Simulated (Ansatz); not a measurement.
Start from `FCCC[SiH3]` and change one atom or group to get `C=CCCF`.

Ansatz, PBE0-D4/def2-TZVP geometries, multiplicity 1. Each molecule was computed in one conformer, which needn't be the lowest.

| property | `FCCC[SiH3]` |
| --- | --- |
| HOMO–LUMO gap (PBE/def2-TZVPP) / eV | 7.13 |
| LUMO energy (B3LYP/def2-TZVPP) / eV | 0.40 |
| HOMO–LUMO gap (PBE0/def2-TZVPP) / eV | 9.29 |
| size of the dipole moment (ωB97M-V/def2-TZVPP) / D | 1.54 |
| LUMO energy (PBE/def2-TZVPP) / eV | -0.15 |
| size of the dipole moment (B3LYP/def2-TZVPP) / D | 1.54 |

Problem. Give the same properties after the change, and the shifts. (Estimate.)

Solution. Ansatz gave: 
| property | `C=CCCF` | shift |
| --- | --- | --- |
| HOMO–LUMO gap (PBE/def2-TZVPP) / eV | 5.56 | -1.57 |
| LUMO energy (B3LYP/def2-TZVPP) / eV | -0.11 | -0.51 |
| HOMO–LUMO gap (PBE0/def2-TZVPP) / eV | 7.74 | -1.55 |
| size of the dipole moment (ωB97M-V/def2-TZVPP) / D | 1.67 | 0.13 |
| LUMO energy (PBE/def2-TZVPP) / eV | -0.90 | -0.75 |
| size of the dipole moment (B3LYP/def2-TZVPP) / D | 1.67 | 0.13 |

With PBE0 the HOMO rises by 1.03 eV and the LUMO falls by 0.51 eV, so the gap narrows by about 1.54 eV. PBE moves the HOMO by 0.83 eV and ωB97M-V by 1.02 eV. Dipoles are sizes alone; their direction can turn.

B3LYP here is the variant with VWN-RPA as its local correlation; programs differ in this.
